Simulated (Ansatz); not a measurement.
`F[SiH](F)[SiH3]` + `[CH3]`• → `F[SiH](F)[SiH2]`• + CH₄  (hydrogen abstraction from the Si–H bond)

Isolated molecules relaxed with PBE0-D4/def2-TZVP in Ansatz; ΔE leaves out vibrations. CCSD(T)/CBS is the MP2 limit (def2-TZVPP, def2-QZVPP) plus CCSD(T) − MP2 in def2-TZVPP, frozen cores. This one scheme is used for every species. DFT in def2-TZVPP. No spin–orbit coupling; open shells (•) take unrestricted orbitals.

`F[SiH](F)[SiH3]`:

Cartesian coordinates in Å:
```
F -1.192 0.563 1.811
Si -1.033 -0.223 0.434
F -2.142 0.346 -0.558
Si 1.096 0.182 -0.456
H -1.364 -1.643 0.697
H 2.122 -0.329 0.490
H 1.224 -0.535 -1.752
H 1.289 1.639 -0.667
```

`[CH3]`•:

```xyz
4

C     0.000    0.000    0.000
H     0.980   -0.413    0.190
H    -0.676   -0.503   -0.676
H    -0.304    0.915    0.486
```

`F[SiH](F)[SiH2]`•:

```xyz
7

F    -0.100   -1.875    0.745
Si   -0.556   -0.350    0.677
F    -0.241    0.274    2.107
Si    0.608    0.864   -0.927
H    -2.022   -0.337    0.479
H     0.228    0.527   -2.324
H     2.084    0.896   -0.757
```

CH₄:

```xyz
5

C     0.000    0.000    0.000
H     0.678    0.810   -0.267
H     0.576   -0.849    0.368
H    -0.570   -0.302   -0.879
H    -0.684    0.340    0.777
```

```json
{"level": "r2SCAN-D4", "ΔE (kcal/mol)": "-19.2"}
{"level": "SCS-MP2/def2-TZVPP", "ΔE (kcal/mol)": "-18.9"}
```

Problem. What does CCSD(T)/CBS give? (An estimate is asked.)

Solution. Ansatz gave: -19.0 kcal/mol. The listed levels differ from it by -0.2, 0.1 kcal/mol.

Problem. What do rigid-rotor, harmonic-oscillator terms from PBE0-D4/def2-TZVP frequencies (298.15 K, 1 bar) make of the CCSD(T)/CBS value? (Estimate.)

Solution. The calculation gave: ΔZPE = +3.5 kcal/mol, ΔH = -15.6 kcal/mol, ΔS = -5 J/(mol·K), ΔG = -15.3 kcal/mol. Open shells count their whole term as degenerate.

Largest T1 diagnostic among the species: 0.014.

Leaving LDA and LC-ωPBE aside and taking each functional with its dispersion term where it has one, the values, not all of them listed here, spread over 5.3 kcal/mol, from PBE-D4 to BHLYP-D4. LDA lies −3.6 kcal/mol from PBE without D4. In def2-TZVPP, CCSD(T) changes the Hartree–Fock value by −7.2 kcal/mol (the triples alone add −0.8 kcal/mol) and MP2 by −8.8 kcal/mol. From PBE to PBE0 (25 % exact exchange), in def2-TZVPP and without D4, ΔE moves by +1.5 kcal/mol.
